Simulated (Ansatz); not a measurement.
Isolated molecules relaxed with PBE0-D4/def2-TZVP in Ansatz; ΔE leaves out vibrations. CBS: MP2 limit from def2 TZ/QZ plus the TZ coupled-cluster correction, frozen cores. Double bonds are as drawn, so ΔE can hold a change between cis and trans. Functionals use def2-TZVPP. Elements past krypton have def2 core potentials. For Sn outer-core shells are correlated without core-valence functions, which leaves a few kJ/mol of doubt a bond. One conformer a species, not always the lowest.

Reaction (substitution at a C–Sn bond): `B[CH2][SnH3]` + `C/N=C/O` → `BCO/C=N/C` + `[SnH4]`

```tsv
level	ΔE (kJ/mol)
PBE-D4	100.3
r2SCAN-D4	98.3
CCSD/def2-TZVPP	98.5
HF/CBS(def2)	76.9
```

What does CCSD(T)/CBS give? (Best estimate.)

Ansatz gave: +109.5 kJ/mol. The listed levels differ from it by -9.2, -11.2, -11.0, -32.6 kJ/mol.

Largest T1 diagnostic among the species: 0.013.

In def2-TZVPP, CCSD(T) changes the Hartree–Fock value by +25.4 kJ/mol (the triples alone add +3.2 kJ/mol) and MP2 by +36.8 kJ/mol.
